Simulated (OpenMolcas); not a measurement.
## How basis sets differ on SnHCl3O (SMILES [OH][Sn]([Cl])([Cl])[Cl])

SnHCl3O has 6 atoms, charge 0, and is taken as a singlet. As SMILES, `[OH][Sn]([Cl])([Cl])[Cl]`. The shape is that of a PBE0-D4/def2-TZVP optimisation.

Each level gives the dipole moment (D). The values are calculated.

| level | kind | program | value (D) | CPU time |
| --- | --- | --- | --- | --- |
| HF/ANO-RCC-MB (DKH2) | Hartree–Fock | OpenMolcas | 2.07 | 11 s |
| HF/STO-3G | Hartree–Fock | OpenMolcas | 2.38 | 3.8 s |
| HF/3-21G | Hartree–Fock | OpenMolcas | 2.48 | 5.5 s |
| HF/def2-SVP (core potential) | Hartree–Fock | OpenMolcas | 1.61 | 10 s |
| HF/ANO-RCC-VDZP (DKH2, RICD fitting) | Hartree–Fock | OpenMolcas | 1.47 | 22 s |

All-electron rows without a relativistic Hamiltonian named are non-relativistic, while core potentials hold scalar relativity, so basis and relativity change together. The values span 1.47 to 2.48 D. Magnitudes only. Sets without polarisation functions give poor dipoles. Times are those of the runs behind each value, whatever else they computed, on shared processors of several kinds: orders of magnitude only.
